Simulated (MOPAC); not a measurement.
Job for MOPAC: PM3 on GaH4NO2 (SMILES [NH2][Ga]([OH])[OH]), a point of a torsion scan.

```
PM3 1SCF PRECISE CHARGE=0 THREADS=1
GaH4NO2

N      1.70726503 1     0.08115102 1     0.00079188 1
Ga    -0.12033354 1     0.02570785 1    -0.22180012 1
O     -1.11704990 1     1.39636396 1    -0.63757902 1
O     -0.94620157 1    -1.50214561 1    -0.14533961 1
H      2.08148273 1    -0.78476425 1     0.37200829 1
H      2.07540423 1     0.85141693 1     0.54948147 1
H     -0.78484639 1     2.28757005 1    -0.71275557 1
H     -1.87582282 1    -1.50992519 1    -0.37394059 1
```

The log:

```
*******************************************************************************
 **                                                                           **
 **                              MOPAC v23.2.5                                **
 **                                                                           **
 *******************************************************************************
 ** MOPAC's Digital Object Identifier: https://doi.org/10.5281/zenodo.6511958 **
 **                                                                           **
 ** Please cite the open-source release paper for use of this MOPAC version:  **
 ** J. E. Moussa and J. J. P. Stewart (2026)                                  **
 ** MOPAC: An open-source semiempirical molecular orbital program             **
 ** J. Open Source Softw., 11(119), 8025, https://doi.org/10.21105/joss.08025 **
 *******************************************************************************

                              PM3 CALCULATION RESULTS

 *******************************************************************************
 *  PM3        - The PM3 Hamiltonian to be used
 *
 *
 *
 *                 CHARGE ON SYSTEM = 0
 *
 *
 *
 *  PRECISE    - TIGHTER CRITERIA TO BE USED
 *  1SCF       - DO 1 SCF AND THEN STOP
 *  THREADS=1  - MULTI-THREADING NOT USED
 *  T=         - A TIME OF 172800.0 SECONDS REQUESTED
 *  DUMP=N     - RESTART FILE WRITTEN EVERY 7200.0 SECONDS REQUESTED
 *******************************************************************************
PM3 1SCF PRECISE CHARGE=0 THREADS=1
 GaH4NO2

   ATOM   CHEMICAL          X               Y               Z
  NUMBER   SYMBOL      (ANGSTROMS)     (ANGSTROMS)     (ANGSTROMS)

     1       N          1.70726503  *   0.08115102  *   0.00079188  *
     2      Ga         -0.12033354  *   0.02570785  *  -0.22180012  *
     3       O         -1.11704990  *   1.39636396  *  -0.63757902  *
     4       O         -0.94620157  *  -1.50214561  *  -0.14533961  *
     5       H          2.08148273  *  -0.78476425  *   0.37200829  *
     6       H          2.07540423  *   0.85141693  *   0.54948147  *
     7       H         -0.78484639  *   2.28757005  *  -0.71275557  *
     8       H         -1.87582282  *  -1.50992519  *  -0.37394059  *



          CARTESIAN COORDINATES

    NO.       ATOM           X           Y           Z

     1         N          1.7073      0.0812      0.0008
     2        Ga         -0.1203      0.0257     -0.2218
     3         O         -1.1170      1.3964     -0.6376
     4         O         -0.9462     -1.5021     -0.1453
     5         H          2.0815     -0.7848      0.3720
     6         H          2.0754      0.8514      0.5495
     7         H         -0.7848      2.2876     -0.7128
     8         H         -1.8758     -1.5099     -0.3739

  H: (PM3): J. J. P. STEWART, J. COMP. CHEM. 10, 209 (1989).
  N: (PM3): J. J. P. STEWART, J. COMP. CHEM. 10, 209 (1989).
  O: (PM3): J. J. P. STEWART, J. COMP. CHEM. 10, 209 (1989).
 Ga: (PM3): J. J. P. STEWART, J. COMP. CHEM. 12, 320-341 (1991).

           Empirical Formula: H4 N O2 Ga  =     8 atoms



      MOLECULAR POINT GROUP   :   C1


      RHF CALCULATION, NO. OF DOUBLY OCCUPIED LEVELS = 12


 -------------------------------------------------------------------------------
 PM3 1SCF PRECISE CHARGE=0 THREADS=1
 GaH4NO2



     1SCF WAS SPECIFIED, SO BFGS WAS NOT USED
     SCF FIELD WAS ACHIEVED


                              PM3 CALCULATION
                                                       MOPAC v23.2.5 Linux




          FINAL HEAT OF FORMATION =        -76.63378 KCAL/MOL =    -320.63575 KJ/MOL


          COSMO AREA              =        105.23 SQUARE ANGSTROMS
          COSMO VOLUME            =         86.63 CUBIC ANGSTROMS

          IONIZATION POTENTIAL    =          9.777873 EV
          HOMO LUMO ENERGIES (EV) =         -9.778 -1.405
          NO. OF FILLED LEVELS    =         12
          MOLECULAR WEIGHT        =        119.7721         POINT GROUP:  C1

          MOLECULAR DIMENSIONS (Angstroms)

            Atom       Atom       Distance
            H     8    H     6     4.69477
            H     7    H     5     4.20291
            H     6    N     1     0.48905


          SCF CALCULATIONS        =          1





   ATOM   CHEMICAL          X               Y               Z
  NUMBER   SYMBOL      (ANGSTROMS)     (ANGSTROMS)     (ANGSTROMS)

     1       N          1.70726503  *   0.08115102  *   0.00079188  *
     2      Ga         -0.12033354  *   0.02570785  *  -0.22180012  *
     3       O         -1.11704990  *   1.39636396  *  -0.63757902  *
     4       O         -0.94620157  *  -1.50214561  *  -0.14533961  *
     5       H          2.08148273  *  -0.78476425  *   0.37200829  *
     6       H          2.07540423  *   0.85141693  *   0.54948147  *
     7       H         -0.78484639  *   2.28757005  *  -0.71275557  *
     8       H         -1.87582282  *  -1.50992519  *  -0.37394059  *

                             CARTESIAN COORDINATES

   1    N        1.707265030     0.081151020     0.000791880
   2   Ga       -0.120333540     0.025707850    -0.221800120
   3    O       -1.117049900     1.396363960    -0.637579020
   4    O       -0.946201570    -1.502145610    -0.145339610
   5    H        2.081482730    -0.784764250     0.372008290
   6    H        2.075404230     0.851416930     0.549481470
   7    H       -0.784846390     2.287570050    -0.712755570
   8    H       -1.875822820    -1.509925190    -0.373940590


           Empirical Formula: H4 N O2 Ga  =     8 atoms



      MOLECULAR POINT GROUP   :   C1


                  EIGENVALUES
 -35.47490 -34.47671 -28.21955 -17.36107 -15.70788 -15.50851 -14.14544 -12.33585
 -11.42702 -11.37386 -11.13325  -9.77787  -1.40492  -1.22957  -0.81277  -0.64610
   3.53319   4.69803   5.40770   5.57862


              NET ATOMIC CHARGES AND DIPOLE CONTRIBUTIONS

  ATOM NO.   TYPE          CHARGE      No. of ELECS.   s-Pop       p-Pop
    1          N          -0.288041        5.2880     1.49962     3.78842
    2         Ga           1.141789        1.8582     1.12685     0.73136
    3          O          -0.704362        6.7044     1.80321     4.90115
    4          O          -0.661362        6.6614     1.80337     4.85799
    5          H           0.050831        0.9492     0.94917
    6          H           0.044603        0.9554     0.95540
    7          H           0.206651        0.7933     0.79335
    8          H           0.209891        0.7901     0.79011
 DIPOLE           X         Y         Z       TOTAL
 POINT-CHG.     2.046     0.816     0.525     2.264
 HYBRID        -0.397     0.345     0.652     0.837
 SUM            1.649     1.161     1.177     2.335


          ATOMIC ORBITAL ELECTRON POPULATIONS

     Atom    s        px        py        pz
    1  N   1.49962   1.25007   1.01832   1.52003
    2 Ga   1.12685   0.23060   0.14843   0.35233
    3  O   1.80321   1.71781   1.30653   1.87681
    4  O   1.80337   1.31098   1.69919   1.84783
    5  H   0.94917
    6  H   0.95540
    7  H   0.79335
    8  H   0.79011

 **********************
 *                    *
 * JOB ENDED NORMALLY *
 *                    *
 **********************




 == MOPAC DONE ==
```

The run finished.

Cost: about 0.020 core-seconds (a rough figure).
